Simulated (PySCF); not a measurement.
How methods differ on the excitation energy of Kr(2+)

Kr(2+) [Ar] 3d10 4s2 4p4 (3P) → Kr(2+) [Ar] 3d10 4s2 4p3 4d1 (5D), as a difference of total energies. Computed with PySCF 2.14 in aug-cc-pVTZ-DK (7s6p4d2f, 59 functions), with the spin-free X2C one-electron Hamiltonian (Gaussian nucleus). Correlated levels: valence: [Ar] 3d10 frozen. The calculations carry no spin-orbit coupling.

| method | excitation energy (eV) |
| --- | --- |
| UHF | 16.113 |
| LDA | 16.949 |
| PBE | 16.564 |
| PBE0 | 16.637 |
| r2SCAN | 16.863 |
| M06-2X | 16.821 |
| B97-3 | 16.881 |
| B3LYP | 16.944 |
| HSE06 | 16.702 |
| MP2 (valence) | 16.605 |
| SCS-MP2 (valence) | 16.766 |

How much does correlation contribute at MP2 (valence)?

16.605 − (16.113) = 0.492 eV, measured against UHF.

A first-order spin-orbit estimate (lowest level to lowest level, LS coupling) adds 0.204 eV.

The promoted electron is Rydberg-like, and one or two diffuse shells describe it only roughly, which tends to raise the upper state.
